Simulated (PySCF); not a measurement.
**Fractional electron number in La²⁺ (lanthanum, charge +2)**

The 5d alpha orbital of [Xe] 5d1 is emptied in steps (occupation f), with all orbitals relaxed, ending at [Xe]. All numbers are calculated (PySCF 2.14, scalar relativity through the core potential, in def2-SVP with the def2 core potential (46 electrons) (6s3p2d1f, 32 functions)). The exact energy is a straight line in f; departures are measured from the line between the end points of the same method.

Among UHF, LDA, PBE, which shows the largest delocalisation error (convex curve), and which is closest to linear?

Most convex: LDA (-1.000 eV at f = 0.5); closest to linear: UHF (0.066 eV).

| f | UHF (eV) | LDA (eV) | PBE (eV) |
| --- | --- | --- | --- |
| 1 | 0.000 | 0.000 | 0.000 |
| 0.9 | 0.024 | -0.361 | -0.353 |
| 0.7 | 0.056 | -0.842 | -0.822 |
| 0.5 | 0.066 | -1.000 | -0.976 |
| 0.3 | 0.054 | -0.836 | -0.816 |
| 0.1 | 0.023 | -0.356 | -0.347 |
| 0 | 0.000 | 0.000 | 0.000 |

```json
{"method": "UHF", "E(f=0) − E(f=1) (eV)": "18.141", "−ε at f=1 (eV)": "18.411", "−ε at f=0.5 (eV)": "18.137"}
{"method": "LDA", "E(f=0) − E(f=1) (eV)": "19.052", "−ε at f=1 (eV)": "15.042", "−ε at f=0.5 (eV)": "19.068"}
{"method": "PBE", "E(f=0) − E(f=1) (eV)": "19.071", "−ε at f=1 (eV)": "15.148", "−ε at f=0.5 (eV)": "19.089"}
```

Reference removal energy between the ground levels: 19.177 eV (measured; NIST Atomic Spectra Database, ionization energies). The calculation has no spin-orbit coupling. UHF lacks correlation.
